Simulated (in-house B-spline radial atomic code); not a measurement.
Configurations of Cs III (Cs2+), with energies counted from [Kr] 4d10 5s2 (5p1/2)2 (5p3/2)3. Computed with a B-spline radial code for spherical atoms: Dirac-Hartree-Fock, average of each configuration as written, Fermi nucleus of rms radius 4.8041 fm. Energies include first-order Breit, QED and recoil terms.

Occupations are held fixed; configurations that lie above the ionisation limit could autoionise.

| configuration | E - E(ref) (eV) | highest orbital | its <r> (bohr) |
| --- | --- | --- | --- |
| [Kr] 4d10 5s2 (5p1/2)2 (5p3/2)2 (7f7/2)1 | 29.525 | 7f7/2 | 17.64 |
| [Kr] 4d10 5s1 (5p1/2)1 (5p3/2)4 (8d5/2)1 | 48.091 | 8d5/2 | 16.49 |
| [Kr] (4d3/2)3 (4d5/2)6 5s2 (5p1/2)1 (5p3/2)4 (6g7/2)1 | 100.7 | 6g7/2 | 14.62 |
| [Ar] (3d3/2)4 (3d5/2)5 4s2 4p6 4d10 5s2 (5p1/2)1 (5p3/2)4 7s1 | 743.98 | 7s1/2 | 7.353 |
| [Ar] (3d3/2)4 (3d5/2)5 4s2 4p6 4d10 5s2 (5p1/2)2 (5p3/2)3 8s1 | 745.06 | 8s1/2 | 11.71 |
| [Ar] (3d3/2)3 (3d5/2)6 4s2 4p6 4d10 5s2 (5p1/2)1 (5p3/2)4 (5g7/2)1 | 761.46 | 5g7/2 | 9.14 |

(1) Order these further configurations by energy, lowest first.
A. [Kr] (4d3/2)3 (4d5/2)6 5s2 (5p1/2)2 (5p3/2)3 (9f5/2)1
B. [Kr] 4d10 5s1 (5p1/2)1 (5p3/2)4 (6d3/2)1
C. [Kr] 4d10 5s2 (5p1/2)1 (5p3/2)4
D. [Ar] (3d3/2)3 (3d5/2)6 4s2 4p6 4d10 5s2 (5p1/2)2 (5p3/2)3 6s1
E. [Kr] (4d3/2)3 (4d5/2)6 5s2 (5p1/2)1 (5p3/2)4 (9p3/2)1

(2) How far above the reference does [Kr] 4d10 5s1 (5p1/2)1 (5p3/2)4 (5d5/2)1 lie?

Answers

(1) C (1.7346 eV), B (43.378 eV), A (100.34 eV), E (100.91 eV), D (748.28 eV).

(2) 34.685 eV; its least bound orbital is 5d5/2 with <r> = 2.867 bohr.
